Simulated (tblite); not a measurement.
C4H9GeO (doublet state).
SMILES with atom numbers: `[CH3:1]/[C:2]=[C:3](/[CH3:4])[O:5][GeH3:6]` (hydrogens: H7, H8, H9 on C1; H10, H11, H12 on C4; H13, H14, H15 on Ge6)
Bond orders are those of one Lewis drawing.

Computed with GFN2-xTB (tblite), gas phase: L-BFGS steps from a force-field or distance-geometry start until the largest atomic force falls under 0.01 eV/Å.

Step 10: E = -518.2925 eV
```
atom  x, y, z in Å  |  force x, y, z in eV/Å
C1      2.5653   -0.2376   -0.6692    0.053   0.006  -0.002
C2      1.4900    0.6208   -0.1831    0.028  -0.013  -0.024
C3      0.2201    0.4943    0.0820   -0.014  -0.063  -0.032
C4     -0.6966    1.5657    0.5878    0.074  -0.049  -0.037
O5     -0.3338   -0.7710   -0.1336   -0.072   0.066   0.043
Ge6    -1.9721   -1.3125    0.1047    0.126  -0.011  -0.037
H7      2.3323   -0.6211   -1.6662   -0.035  -0.011   0.024
H8      2.7211   -1.0750    0.0160   -0.016  -0.011  -0.019
H9      3.5071    0.3046   -0.7430    0.041   0.104   0.028
H10    -1.5181    1.7124   -0.1177    0.070   0.020  -0.006
H11    -1.1276    1.2593    1.5432    0.052   0.020   0.007
H12    -0.1480    2.4948    0.7128   -0.043  -0.002   0.007
H13    -2.8761   -0.5255   -0.7972   -0.121  -0.009   0.061
H14    -1.8415   -2.7321   -0.3137   -0.012  -0.056  -0.013
H15    -2.3265   -1.1692    1.5553   -0.129   0.010  -0.002
```

Step 11: E = -518.2948 eV
```
atom  x, y, z in Å  |  force x, y, z in eV/Å
C1      2.5672   -0.2387   -0.6697    0.025   0.071   0.010
C2      1.4898    0.6179   -0.1842    0.068   0.004  -0.024
C3      0.2202    0.4929    0.0812    0.001  -0.016  -0.019
C4     -0.6947    1.5641    0.5865    0.031  -0.016   0.013
O5     -0.3353   -0.7686   -0.1325   -0.070  -0.014   0.020
Ge6    -1.9697   -1.3124    0.1043    0.020  -0.006  -0.016
H7      2.3338   -0.6219   -1.6648   -0.033  -0.023  -0.030
H8      2.7226   -1.0751    0.0136    0.002  -0.053   0.025
H9      3.5064    0.3079   -0.7417    0.047   0.090   0.021
H10    -1.5162    1.7135   -0.1169    0.046   0.007  -0.033
H11    -1.1265    1.2608    1.5430    0.055   0.002  -0.001
H12    -0.1502    2.4941    0.7131    0.002   0.028   0.004
H13    -2.8821   -0.5242   -0.7969   -0.074  -0.046   0.093
H14    -1.8379   -2.7336   -0.3149   -0.014  -0.029  -0.005
H15    -2.3318   -1.1687    1.5579   -0.106   0.000  -0.057
```

Step 12: E = -518.2965 eV
```
atom  x, y, z in Å  |  force x, y, z in eV/Å
C1      2.5692   -0.2385   -0.6699    0.016   0.074   0.009
C2      1.4904    0.6166   -0.1852    0.061   0.009  -0.016
C3      0.2208    0.4915    0.0802    0.021   0.023  -0.006
C4     -0.6925    1.5628    0.5857    0.001   0.019   0.034
O5     -0.3372   -0.7671   -0.1314   -0.035  -0.054  -0.001
Ge6    -1.9675   -1.3126    0.1037   -0.076  -0.017   0.004
H7      2.3338   -0.6226   -1.6642   -0.014  -0.014  -0.039
H8      2.7233   -1.0759    0.0125    0.017  -0.045   0.031
H9      3.5070    0.3119   -0.7404    0.034   0.061   0.014
H10    -1.5138    1.7143   -0.1170    0.031  -0.005  -0.043
H11    -1.1245    1.2617    1.5428    0.053  -0.014  -0.005
H12    -0.1517    2.4941    0.7134    0.034   0.039   0.000
H13    -2.8875   -0.5242   -0.7948   -0.044  -0.066   0.105
H14    -1.8365   -2.7356   -0.3158   -0.012  -0.003   0.001
H15    -2.3374   -1.1683    1.5584   -0.087  -0.008  -0.089
```

Step 13: E = -518.2985 eV
```
atom  x, y, z in Å  |  force x, y, z in eV/Å
C1      2.5722   -0.2376   -0.6702    0.011   0.042   0.002
C2      1.4916    0.6150   -0.1865    0.026   0.007  -0.002
C3      0.2219    0.4902    0.0789    0.037   0.049   0.009
C4     -0.6899    1.5618    0.5852   -0.016   0.054   0.035
O5     -0.3405   -0.7662   -0.1301    0.016  -0.064  -0.019
Ge6    -1.9668   -1.3131    0.1031   -0.154  -0.038   0.021
H7      2.3340   -0.6238   -1.6641    0.018   0.010  -0.022
H8      2.7248   -1.0775    0.0113    0.031  -0.004   0.017
H9      3.5083    0.3179   -0.7385    0.009   0.016   0.004
H10    -1.5103    1.7151   -0.1179    0.017  -0.017  -0.043
H11    -1.1213    1.2625    1.5428    0.043  -0.029  -0.004
H12    -0.1528    2.4949    0.7137    0.063   0.041  -0.004
H13    -2.8951   -0.5256   -0.7901   -0.022  -0.075   0.099
H14    -1.8343   -2.7376   -0.3168   -0.013   0.024   0.009
H15    -2.3460   -1.1680    1.5573   -0.066  -0.016  -0.101
```

**Question.** Estimate the geometry and energy of step 14. (The exact step hangs on the optimiser's Hessian estimate; all steps are aligned on step 13, rigid shifts and turns removed.)

**Answer.** E = -518.3009 eV, largest force 0.188 eV/Å
```
atom  x, y, z in Å  |  force x, y, z in eV/Å
C1      2.5764   -0.2364   -0.6707    0.005  -0.005  -0.005
C2      1.4933    0.6126   -0.1882   -0.020   0.005   0.015
C3      0.2234    0.4892    0.0775    0.035   0.052   0.022
C4     -0.6870    1.5618    0.5850   -0.015   0.074   0.016
O5     -0.3449   -0.7658   -0.1285    0.059  -0.044  -0.027
Ge6    -1.9691   -1.3142    0.1030   -0.177  -0.057   0.029
H7      2.3356   -0.6253   -1.6645    0.057   0.043   0.005
H8      2.7281   -1.0797    0.0098    0.044   0.052  -0.006
H9      3.5099    0.3260   -0.7361   -0.019  -0.037  -0.009
H10    -1.5060    1.7159   -0.1197    0.005  -0.025  -0.031
H11    -1.1169    1.2629    1.5428    0.027  -0.038  -0.002
H12    -0.1530    2.4966    0.7141    0.084   0.034  -0.008
H13    -2.9053   -0.5287   -0.7826   -0.016  -0.070   0.072
H14    -1.8304   -2.7389   -0.3181   -0.020   0.043   0.015
H15    -2.3583   -1.1680    1.5543   -0.049  -0.025  -0.086
```

The energy changes by -0.0024 eV. The first-order estimate −F·Δx gives -0.0032 eV and the mean of the old and new forces, exact on a quadratic surface, -0.0024 eV. The step makes an angle of 63° with the force vector and moves no atom by more than 0.013 Å.

The cost below is that of the whole relaxation. Time: 0.32 s wall. Hardware: an Arm Neoverse V1 with one thread, shared host with 32 logical CPUs at a one-minute load of 28.
